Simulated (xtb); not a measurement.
rhenium atom (Re), sextet (GFN-xTB shapes and energies of metal compounds can be far from the true ones). Base run: GFN2-xTB (xtb 6.7.1).

xtb was given this input:
```
$ xtb mol.xyz --gfn 2 --uhf 5 --json

# file mol.xyz
1

Re     0.00000000     0.00000000     0.00000000
```

Each row names what was changed in the base input (with any setting that the change needs).

| change | ΔE vs base (kJ/mol) | G_solv (kcal/mol) | SCF cycles |
|---|---|---|---|
| base | 0.00 | - | 43 |
| etemp = 3000 | -0.09 | - | 14 |
| gbsa = acetonitrile | -15.38 | -3.68 | 43 |
| etemp = 10000 | -76.8 | - | 20 |
| acc = 0.0001 | 0.00 | - | 82 |
| alpb = methanol | -34.8 | -8.32 | 43 |
| file = coord | 0.00 | - | 43 |
| acc = 0.1 | 0.00 | - | 52 |
| alpb = acetonitrile | 19.79 | 4.73 | 43 |
| alpb = dmf | 26.3 | 6.29 | 43 |
| etemp = 5000 | -3.06 | - | 16 |

ALPB and GBSA are two models with their own fitted parameters for each solvent, which aren't always the measured dielectric constant.
